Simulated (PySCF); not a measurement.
Telling isomers of C5H8O4Si apart by NMR

PySCF calculation with geometry from GFN2-xTB and σ from GIAO-PBE0/pcSseg-1; one computed conformer, no relativistic terms, averaged over atoms made equivalent by symmetry, fast rotation or ring inversion, no solvent model.

δ = σ(ref) − σ, references computed at the same level: ¹H (σ = 31.72 ppm) and ¹³C (σ = 186.93 ppm) against TMS. Where no couplings were computed, multiplicities follow the n + 1 count of equivalent neighbours, and m marks all less simple cases (inequivalent or close neighbours, rings, F or P nearby). Shifts are as computed. Against solution values, carbons near 30 ppm lie about +3 ppm off and those near 130 ppm about +5 ppm. Of 1313 compounds with measured shifts, 239 miss one by over three times the rms of a fit or turn the order of signals round; such compounds aren't used in these exercises.

(1) Tabulate the signals of `C=C[C@@H]1O[SiH2]O[C@@H](C=O)O1`, `C=CCOC(=O)C(=O)O[SiH3]` and their relative energies.

(2) What is the quickest way to tell C=C[C@@H]1O[SiH2]O[C@@H](C=O)O1 from C=CCOC(=O)C(=O)O[SiH3]?

Results:

(1) 
| SMILES | carbon types | δC | δH | E rel. (kcal/mol) |
| --- | --- | --- | --- | --- |
| C=C[C@@H]1O[SiH2]O[C@@H](C=O)O1 | 4×CH 1×CH2 | 208.9, 144.5, 122.1, 97.6, 94.9 | 10.36 (d, 1H), 6.17 (m, 1H), 6.16 (m, 1H), 5.88 (m, 1H), 5.67 (m, 1H), 5.47 (m, 1H), 5.45 (m, 1H), 5.24 (m, 1H) | 0.3 |
| C=CCOC(=O)C(=O)O[SiH3] | 2×C 1×CH 2×CH2 | 163.4, 162.9, 139.9, 130.5, 71.8 | 6.08 (m, 1H), 5.90 (m, 1H), 5.77 (m, 1H), 4.94 (s, 3H), 4.93 (d, 2H) | 0.0 |

Energies are electronic energies at PBE0/pcSseg-1 on these geometries, without zero-point or thermal terms, each for the one conformer computed, which needn't be the lowest.

(2) Both give the same number of carbon signals, but DEPT or the intensities differ. The first has an aldehyde carbonyl carbon (CH) at 208.9 ppm, the second an ester carbonyl carbon (C) at 163.4 ppm. In the proton spectra the most deshielded non-exchanging signals are 10.36 (d, 1H) and 6.08 (m, 1H).
